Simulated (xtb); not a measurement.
GaBr2, SMILES [Br][Ga+][Br], charge +1. All values are semi-empirical tight-binding results from xtb (GFN2-xTB unless named), good for trends rather than for accurate numbers. Geometry: GFN2-xTB. The spin state was assumed, not searched. The isomer is the one that the SMILES or the coordinates give; other isomers of the formula were not compared.

Optimised geometry:

```xyz
3

Ga     0.0000     0.0000     0.0000
Br     0.0000     0.0000     2.2925
Br     0.0000     0.0000    -2.2925
```
Charge +1, spin multiplicity 1.

For metal compounds this method's bond lengths and energies can be far off.

Question: Estimate the properties. (Estimate from the structure and the level; the computed values follow.)

Answer: 
- point group as xtb finds it = D∞h
- orbital gap = 2.28 eV
- zero-point energy = 0.9 kcal/mol
- G − E(el) at 298.15 K (modified RRHO) = -17.0 kcal/mol

Question: Give the atomic charges and the Wiberg bond orders between heavy atoms. (Estimate from the structure and the level; the computed values follow.)

Answer: charges (e) Ga1 0.50, Br2 0.25, Br3 0.25. Bond orders Ga1–Br2 1.31, Ga1–Br3 1.31, Br2–Br3 0.42.
